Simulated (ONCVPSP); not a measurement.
# Before and after: ONCV potential for Ni (Z = 28)

* Element: nickel
* Generator: ONCVPSP 4.0.1
* Type: optimised norm-conserving Vanderbilt (ONCV)
* Functional: PBE
* Relativity: scalar-relativistic
* Frozen core: [Ne]
* Valence charge: 18
* Reference configuration: 3s2 3p6 3d8 4s2
* Partial waves: 3s+4s: rc 1.05 bohr, ncon 3, nbas 8, qcut 9.6 1/bohr, 2 projectors; 3p: rc 0.70 bohr, ncon 5, nbas 8, qcut 12.4 1/bohr, 2 projectors, debl 1.6 Ha; 3d: rc 1.65 bohr, ncon 3, nbas 7, qcut 7.7 1/bohr, 2 projectors, debl 4 Ha
* Local potential: polynomial inside 0.65 bohr (lpopt 1, dvloc0 3 Ha)
* Core correction: Teter function, fcfact 4.75, rcfact 1.25

In the p channel the program set the typed energies aside and used -2.623, 0.250 Ha.

Change: d: qcut 9.4.

Cutoffs: the cutoffs (Ha) at which the residual kinetic energy of the hardest occupied pseudo-wave falls to 1 and 0.1 mHa per electron; they do not see the model core or the augmentation charge, which bear on the density cutoff. Errors are all-electron minus pseudo energies relative to the spin-unpolarised reference configuration.

**Question.** Predict the effect on cutoff, ghosts and configuration errors.

**Answer.** The potential gets neither clearly harder nor softer (82 Ha and 244 Ha → 82 Ha and 244 Ha); the p channel sets the loose cutoff, while the largest relative change is in d, which becomes harder; of the 4 tests that both files solve, the error grows in 1 and shrinks in 2 by more than 15 % and 0.3 meV (median size 38.5 → 26.9 meV); neither file shows a bound ghost.

| quantity | base | changed |
| --- | --- | --- |
| cutoff, loose | 82 Ha | 82 Ha |
| cutoff, tight | 244 Ha | 244 Ha |
| loose cutoff by channel | s 37 Ha, p 82 Ha, d 28 Ha | s 37 Ha, p 82 Ha, d 35 Ha |
| bound ghosts | none | none |
| GHOST(+) flags under 300 eV | none | none |
| error for 3s2 3p6 3d8 4s1, meV [ΔE 9.32 eV] | +1.6 | +1.6 |
| error for 3s2 3p6 3d8 4s0, meV [ΔE 26.67 eV] | +3.0 | +7.0 |
| error for 3s2 3p6 3d7 4s0, meV [ΔE 64.14 eV] | +74 | +47 |
| error for 3s1 3p6 3d8 4s2, meV [ΔE 119.40 eV] | -789 | -590 |
| s: phases at 1.06 bohr within 0.05 rad from the reference energy up to (Ha; the scan ends near 5) | to the end of the scan | to the end of the scan |
| p: phases at 0.71 bohr within 0.05 rad from the reference energy up to (Ha; the scan ends near 5) | to the end of the scan | to the end of the scan |
| d: phases at 1.68 bohr within 0.05 rad from the reference energy up to (Ha; the scan ends near 5) | to the end of the scan | to the end of the scan |
| rms error of d²Exc/dni dnj with the model core, mHa | 2.37 | 1.20 |
